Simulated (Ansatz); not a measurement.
Ta5⁺, relaxed as a triplet with UKS PBE-D4/def2-SVP in Ansatz, starting from the PBE-D4/def2-SVP geometry of the charge +1 singlet. Force threshold 0.02 eV/Å.

In the def2 sets Ta takes a core potential; there is no spin–orbit coupling. The relaxation made no stability test and no search for a lower SCF solution. The structure comes from a short search, and lower isomers may exist.

Start:

```xyz
5

Ta   -0.8160    0.7099   -1.1529
Ta   -1.7642   -0.7957    0.6660
Ta    0.3603    0.3241    1.5051
Ta    0.5962   -1.3534   -0.4618
Ta    1.6237    1.1150   -0.5564
```

```csv
step,energy (eV),largest force component (eV/Å),SCF passes
1,-7751.8783,0.979,33
2,-7752.1259,0.860,44
3,-7752.2358,0.461,40
4,-7752.2455,0.408,32
5,-7752.2653,0.041,33
6,-7752.2656,0.002,29
```

Force components are those of the run's own axes.

End:

Cartesian coordinates in Å:
```
Ta -0.840 0.857 -0.989
Ta -1.716 -0.968 0.619
Ta 0.241 0.502 1.452
Ta 0.599 -1.358 -0.463
Ta 1.716 0.968 -0.619
```

By distances, no bond broke or formed. The bond that changes most is Ta1–Ta3, from 2.93 to 2.69 Å (atoms count from 1).

No frequencies were taken in this run, so the end may be a saddle point.

Hardware: 4 threads of AMD EPYC 9R45 on a shared host. Wall time 13 s.
